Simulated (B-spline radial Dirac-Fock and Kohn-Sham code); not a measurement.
# Photoelectron lines of Pr⁴⁺ at 5220 eV

System: praseodymium as Pr⁴⁺, 1s2 2s2 2p6 3s2 3p6 3d10 4s2 4p6 4d10 4f1 5s2 5p6.

Method: Dirac-Hartree-Slater photoionisation with all multipoles and Dirac-Fock thresholds. Computed with a radial B-spline solver. The asymmetry parameter β is from the dipole term alone. Kinetic energies are from the vacuum level. Open shells are spread statistically over j, without multiplet splitting.

```
subshell  electrons  binding (eV)  kinetic (eV)   σ (kb)     β
      3s          2        1571.1        3648.9     7.58  1.98
   3p1/2          2        1401.5        3818.5     8.76  1.57
   3p3/2          4        1305.3        3914.7     15.9  1.64
   3d3/2          4        1012.5        4207.5     7.19  1.16
   3d5/2          6         992.4        4227.6     9.95  1.09
      4s          2         372.3        4847.7     1.86  1.98
   4p1/2          2         306.7        4913.3     1.87  1.58
   4p3/2          4         285.7        4934.3     3.37  1.65
   4d3/2          4         175.6        5044.4     1.31  1.14
   4d5/2          6         171.9        5048.1     1.81  1.06
   4f5/2       0.43         56.53        5163.5  0.00441  0.68
   4f7/2       0.57         56.14        5163.9  0.00558  0.67
      5s          2         91.02        5129.0    0.374  1.98
   5p1/2          2         69.39        5150.6    0.328  1.58
   5p3/2          4         65.82        5154.2    0.585  1.65
```

Branching ratios of the spin-orbit partners (statistical value in brackets): 3p 1.82 (2.00), 3d 1.38 (1.50), 4p 1.80 (2.00), 4d 1.38 (1.50), 4f 1.27 (1.33), 5p 1.78 (2.00).

Run: 6.4 s of CPU time on 1 thread of Neoverse-V1 (shared host), peak memory 0.40 GiB.
